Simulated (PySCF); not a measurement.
GeH2IN, SMILES [NH2][Ge][I] (connectivity only; charge and spin as stated), neutral, multiplicity 1.

Coordinates come from a r2SCAN-D4/def2-SVP optimisation. The def2 effective core potentials stand for the cores of I; spin–orbit coupling is left out. Other conformers were not sampled.

The numbers are results of CAM-B3LYP/def2-TZVPD run with PySCF, not measurements.

Isolated molecule, no solvent.

- total energy = -2430.85476 hartree
- point group = Cs
- highest occupied level = -8.28 eV
- lowest empty level = -1.13 eV
- orbital gap = 7.15 eV
- dipole moment = 3.08 D
- quadrupole, principal values (traceless, Buckingham form, about the centre of nuclear charge) = -3.88, -2.06, 5.94 D·Å
- mean static polarisability = 81.7 bohr³ (12.11 Å³)
- polarisability, principal values = 61.2, 74.2, 109.8 bohr³
